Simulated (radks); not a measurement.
Effect of the nuclear size on neutral silicon, [Ne] 3s2 3p2. Calculated with a radial shooting solver on a logarithmic mesh with Libxc functionals: Dirac Kohn-Sham, LDA (Slater exchange, Perdew-Wang correlation), spin-unpolarised, spherical densities, finite nucleus; open shells are shared between the two j in proportion to 2j + 1; Fermi nuclear charge, rms radius 3.1224 fm. The rms radius is varied about that value; shifts are against it.

rms radius (fm),total energy shift (eV),density at nucleus (e/bohr^3),1s1/2 shift (meV),2s1/2 shift (meV)
2.654,-0.00146,1896,-0.608,-0.039
2.8476,-0.000882,1894,-0.369,-0.024
3.1224,0,1892,0.000,0.000
3.3347,0.000736,1890,0.308,0.020
3.7,0.00212,1887,0.884,0.057

Slopes of the eigenvalues against <r^2> in GHz/fm^2, as finite differences over the two radii next to the reference (eigenvalue slopes, not the field-shift constants of lines): 1s1/2 54.3, 2s1/2 3.48.
